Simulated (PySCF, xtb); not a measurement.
CHBClNO, SMILES O=C=NBCl.

GFN2-xTB (xtb) at its own geometry gives an orbital gap of 3.97 eV and a dipole moment of 1.14 D.

Geometry: ωB97X-D3(BJ)/def2-SVP. The values are those of a single conformer.

### Question
What does HF/def2-TZVP run with PySCF give? (The exact figures need the calculation; the answer reports its results.)

### Answer
gap 14.07 eV (levels -12.34 and 1.74 eV), dipole 1.22 D.
